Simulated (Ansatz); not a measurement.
def2 core potentials replace the inner electrons of Bi.

A geometry relaxed with PBE0-D3(BJ)/def2-SVP run with Ansatz (a first-principles code), charge 0, multiplicity 1:

```xyz
13

H     -0.8443    -0.3112     1.1288
C     -0.0088     0.2355     0.6629
H      3.2025    -1.0263     0.0937
H     -2.9165     1.2191     0.3388
Bi    -0.8755     1.1067    -1.2895
H     -1.8604    -1.3111    -1.2841
O     -1.4644    -0.7810    -1.9870
C      2.4236    -0.3410     0.4360
C      1.1252    -0.6381     0.2962
H      0.8557    -1.5843    -0.1906
O     -2.6665     1.7600    -0.4206
H      0.2785     1.0802     1.3078
H      2.7508     0.5917     0.9076
```

Problem. Write the SMILES of this molecule.

Solution. `C=C[CH2][Bi]([OH])[OH]`
